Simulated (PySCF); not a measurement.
## CrF: energy against distance

Set-up: PySCF, no relativity, basis sets Cr def2-TZVPP, F def2-TZVPP. Energies in eV from Cr (3d5 4s1) + F in their ground configurations at the same level. All curves are PBE0. state 1: ⁶Σ⁺ (sextet), unpaired electrons σ ↑, π ↑↑, δ ↑↑; state 2: Ms = 1.5 determinant of mixed spin (⟨S²⟩ near 4.8), unpaired electrons σ ↓, π ↑↑, δ ↑↑, a second solution, started from another occupation; state 3: ⁶Π (sextet), unpaired electrons σ ↑↑, π ↑, δ ↑↑, a second solution, started from another occupation.

| R (Å) | state 1 | state 2 | state 3 |
| --- | --- | --- | --- |
| 1.541 | -3.663 | -2.528 | -2.095 |
| 1.613 | -4.257 | -3.108 | -2.805 |
| 1.685 | -4.572 | -3.400 | -3.214 |
| 1.738 | -4.678 | -3.484 | -3.377 |
| 1.792 | -4.702 | -3.483 | -3.448 |
| 1.846 | -4.667 | -3.419 | -3.449 |
| 1.917 | -4.553 | -3.263 | -3.371 |
| 2.007 | -4.343 | -2.995 | -3.188 |
| 2.115 | -4.039 | -2.617 | -2.894 |
| 2.258 | -3.605 | -2.083 | -2.452 |

**Question.** Put a parabola through the three lowest points of the state 1 curve and estimate Re, k and ωe (reduced mass 13.91 u; 1 eV/Å² = 0.16022 mdyn/Å; ωe = 1302.8·√(k/μ) cm⁻¹).

**Answer.** Through R = 1.738, 1.792, 1.846 Å the second-order coefficient is 10.1 eV/Å², so Re ≈ 1.787 Å, k ≈ 3.24 mdyn/Å and ωe ≈ 629 cm⁻¹. A polynomial fit of higher order to the unrounded PBE0 energies gives Re = 1.784 Å, k = 3.46 mdyn/Å, ωe = 650 cm⁻¹; anharmonicity and rounding make the difference.

The higher-order fit for each curve: state 1: Re = 1.784 Å, ωe = 650 cm⁻¹, De = 4.70 eV; state 2: Re = 1.764 Å, ωe = 705 cm⁻¹, minimum 3.49 eV below the ground-state fragments; state 3: Re = 1.819 Å, ωe = 638 cm⁻¹, minimum 3.46 eV below the ground-state fragments.

The metal atom is held in its measured ground configuration; semilocal functionals can put another filling of s and d lower by some tenths of an eV, and De to that atom would be smaller. The state is the lowest single determinant that the PBE0 search found; with open d or f shells the true ground state can be another one.
